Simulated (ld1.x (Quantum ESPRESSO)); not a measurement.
What one change does to a pseudopotential (Al, TM)

ld1.x (Quantum ESPRESSO) 7.5 input, shortened:

```
&input
   title='Al', zed=13., rel=1, dft='PBE', iswitch=3,
   config='[Ne] 3s1.75 3p1.25 3d-2'
 /
 &inputp
   pseudotype=2, tm=.true., lloc=0,
   nlcc=.true., rcore=0.85
 /
3
3P  2  1   1.25   0.00  1.75  1.75  0.0
3D  3  2  -2.00   0.25  1.40  1.40  0.0
3S  1  0   1.75   0.00  1.45  1.45  0.0
 &test
   configts(1)='3s1.75 3p1.25'
 /
```

Change: wave 3s (bound): rc 1.45 bohr becomes 3s (bound): rc 1.34 bohr.

Cutoffs: the cutoffs (Ry, on a coarse ladder) from which the occupation-weighted sum of valence levels, in a spherical-Bessel basis at the reference potential, stays within 10 and 1 mRy of its value at 400 Ry; they do not see the model core or the augmentation charge, which bear on the density cutoff. Errors are all-electron minus pseudo energies relative to the spin-unpolarised reference configuration.

Q: What does the change do?

A: The potential gets harder (30 Ry and 70 Ry → 40 Ry and 90 Ry); of the 7 tests that both files solve, the error grows in 2 and shrinks in 0 by more than 15 % and 0.3 meV (median size 0.4 → 0.5 meV); neither file shows a bound ghost. A smaller radius makes the pseudo-wave follow the all-electron one further in, where it bends more sharply, so more plane waves are needed.

```tsv
quantity	base	changed
cutoff, loose	30 Ry	40 Ry
cutoff, tight	70 Ry	90 Ry
loose cutoff by channel (10 mRy a level)	p 6 Ry, s 30 Ry	p 6 Ry, s 35 Ry
bound ghosts	none	none
error for 3s2 3p1, meV [ΔE -1.27 eV]	0.0	0.0
error for 3s2 3p0, meV [ΔE 4.49 eV]	+1.1	+1.0
error for 3s1 3p0, meV [ΔE 23.72 eV]	+14	+20
error for 3s1 3p2, meV [ΔE 3.87 eV]	-0.2	-0.4
error for 3s2 3p0.5, meV [ΔE 0.82 eV]	-0.1	-0.3
error for 3s2 3p1.3, meV [ΔE -1.84 eV]	+0.4	+0.5
error for 3s1 3p1, meV [ΔE 10.30 eV]	+7.0	+9.5
s: phases at 1.90 bohr within 0.05 rad from the reference energy up to (Ry; the scan ends near 5)	1.4	0.5
p: phases at 1.90 bohr within 0.05 rad from the reference energy up to (Ry; the scan ends near 5)	0.5	0.4
d: phases at 1.90 bohr within 0.05 rad from the reference energy up to (Ry; the scan ends near 5)	to the end of the scan	to the end of the scan
```
